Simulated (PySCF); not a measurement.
Pb(Cl)2 cation (Cl₂Pb), SMILES [Cl][Pb][Cl] (connectivity only; charge and spin as stated), charge +1, multiplicity 2.

The structure is a stationary point at B3LYP-D3(BJ)/def2-TZVP. The spin state was assumed, not searched. The isomer is the one that the SMILES or the coordinates give; other isomers of the formula were not compared. The def2 effective core potentials stand for the cores of Pb; spin–orbit coupling is left out.

Two levels are set side by side: PBE/def2-TZVPD (PySCF) and CAM-B3LYP/def2-TZVPD (PySCF). Same geometry, gas phase. Differences are taken from unrounded values.

```csv
quantity,CAM-B3LYP,PBE,PBE minus CAM-B3LYP
α-spin orbital gap (eV),7.59,3.27,-4.32
β-spin orbital gap (eV),6.01,1.26,-4.75
mean polarisability (bohr³),67.2,64.8,-2.4
```

Rough cost on one machine, each run with all the roots and properties that it gave: CAM-B3LYP against PBE within a factor of 2.
